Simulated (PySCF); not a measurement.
H4SiTe, SMILES [SiH3][TeH].

The structure is a stationary point at B3LYP-D3(BJ)/def2-TZVP. The def2 effective core potentials stand for the cores of Te; spin–orbit coupling is left out.

Computed with ωB97X/def2-TZVPD (PySCF).

Symmetry labels are those of the subgroup Cs that the program uses (full group Cs).

Computed valence orbital energies around the gap with their symmetry:
```tsv
orbital	symmetry	energy (eV)
HOMO−7	A'	-46.23
HOMO−6	A'	-20.92
HOMO−5	A'	-17.80
HOMO−4	A'	-13.12
HOMO−3	A"	-12.74
HOMO−2	A'	-12.08
HOMO−1	A'	-10.61
HOMO	A"	-8.67
LUMO	A'	0.94
LUMO+1	A'	1.21
LUMO+2	A'	1.63
LUMO+3	A"	1.80
```
